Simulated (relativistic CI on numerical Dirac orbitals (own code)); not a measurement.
**Rh⁷⁺ (4d2) in a crystal field**

Calculated by Dirac-Coulomb-Breit CI, separate exchange-only KLI orbitals for each configuration, model QED (radiative potential, 1s self-energy scaled to tabulated hydrogen-like ionisation energies), valence Slater integrals scaled by 0.85, one configuration in a parametric crystal field (own radial code).

Field parameters in Wybourne normalisation: D4h B²₀ = −7Ds, B⁴₀ = 21(Dq − Dt), B⁴₄ = 21√(5/14) Dq; Oh B⁴₀ = 21Dq, B⁴₄ = √(5/14) B⁴₀; Td as Oh with Dq negative (B⁴₀ = 21Dq, B⁴₄ = √(5/14) B⁴₀). The field is a parameter set, without covalency.

S is read from ⟨S²⟩ = S(S + 1).

Powder χT (cm³ K mol⁻¹) by Van Vleck's formula, with temperature-independent terms:

```
                                       Field       2 K      5 K     10 K     20 K    50 K   100 K   200 K  300 K
 D4h, 10Dq = 22550, Ds = 850, Dt = -510 cm⁻¹   0.00244  0.00609   0.0122   0.0244  0.0609   0.124   0.255  0.351
 D4h, 10Dq = 26900, Ds = 2700, Dt = 560 cm⁻¹   0.00185  0.00463  0.00926   0.0185  0.0463  0.0939   0.201  0.291
D4h, 10Dq = 27550, Ds = -230, Dt = -260 cm⁻¹   0.00111  0.00278  0.00556   0.0111  0.0278  0.0576   0.115  0.159
  D4h, 10Dq = 31050, Ds = 850, Dt = 590 cm⁻¹   0.00099  0.00248  0.00495   0.0099  0.0248  0.0512   0.103  0.146
                       Oh, 10Dq = 19800 cm⁻¹  0.000615  0.00154  0.00307  0.00615  0.0154  0.0322  0.0729  0.113
                       Oh, 10Dq = 37250 cm⁻¹    0.0016  0.00401  0.00801    0.016  0.0405  0.0773   0.127  0.167
                      Td, 10Dq = -13200 cm⁻¹     0.464    0.464    0.465    0.467   0.471   0.479   0.494  0.509
                      Td, 10Dq = -16650 cm⁻¹     0.559    0.559     0.56    0.561   0.565   0.571   0.583  0.595
```

For Td, 10Dq = -16650 cm⁻¹: what effective moment follows at 300 K?

μ_eff = √(8χT) = 2.18 μB. The ground level has S = 1.00; the spin-only moment for S = 1 is 2.83 μB. The difference comes from the orbital moment, spin-orbit mixing of terms and temperature-independent paramagnetism, all larger in this ionic model than in covalent complexes.
